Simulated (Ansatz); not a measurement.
Born–Oppenheimer molecular dynamics of a periodic cell of 20 atoms, HCl (contents 10 HCl, density as packed 1.32 g/cm³ with natural masses). It goes on from the last frame of an earlier run, with new velocities.

Theory: DFT PBE-D3(BJ), scalar-relativistic, plane waves, PAW (Ansatz 0.2.0). Settings: cutoff 420 eV, k mesh 1x1x1, fermi-dirac smearing 0.05 eV, no spin polarisation.

| Property | Result |
| --- | --- |
| ensemble | NVT, Langevin thermostat |
| time step | 0.75 fs |
| steps asked | 400 |
| set temperature | 300 K |
| friction | 0.05 /fs |
| seed | 267169 |

First frame:

```xyz
20
Lattice="7.7138 0.0000 0.0000 0.0000 7.7138 0.0000 0.0000 0.0000 7.7138" Properties=species:S:1:pos:R:3
Cl 2.844 7.588 6.390
H 3.283 8.690 6.909
Cl 5.521 7.655 2.979
H 6.791 7.892 2.974
Cl 3.099 1.938 1.372
H 2.497 2.800 0.709
Cl 1.056 6.237 2.510
H 0.373 6.334 3.565
Cl 5.950 5.604 5.971
H 5.657 6.297 4.933
Cl 7.127 2.279 3.818
H 6.680 2.559 2.646
Cl 3.398 3.580 4.666
H 2.278 3.931 4.074
Cl 1.323 4.578 7.434
H 2.123 4.624 6.294
Cl 5.799 4.267 1.202
H 4.736 3.502 1.069
Cl 7.455 0.922 7.577
H 6.902 -0.075 7.001
```

Task: What does the run give?

Result: All steps were run.

- steps done: 400
- time covered: 300 fs
- mean temperature over the second half: 307 K
- spread of the potential energy over the second half: 4.5 meV per atom
- mean potential energy of the second half above the start: -28.7 meV per atom

A run of 0.3 ps of so small a system gives no equilibrium averages. Limits of this set-up: coarse k mesh.

Task: What happens to the structure?

Result: Mean squared displacements from the first frame to the last, about the centre of mass: Cl 0.14 Å², H 0.73 Å². The details hang on the random start.

Task: How do temperature and energy run in time?

Result: 
```
time (fs)  T (K)  potential energy less start (eV)
      0.0    285                             0.000
     15.0    270                            -0.172
     30.0    281                            -0.216
     45.0    250                            -0.291
     60.0    367                            -0.421
     75.0    265                            -0.498
     90.0    232                            -0.549
    105.0    298                            -0.671
    120.0    233                            -0.625
    135.0    252                            -0.542
    150.0    225                            -0.508
    165.0    388                            -0.522
    180.0    339                            -0.470
    195.0    292                            -0.609
    210.0    276                            -0.453
    225.0    436                            -0.644
    240.0    285                            -0.690
    255.0    277                            -0.620
    270.0    259                            -0.635
    285.0    375                            -0.626
    300.0    233                            -0.477
```

The run took 13 min on 1 thread of Arm Neoverse V1, with other jobs on the host, peak memory 0.48 GiB.
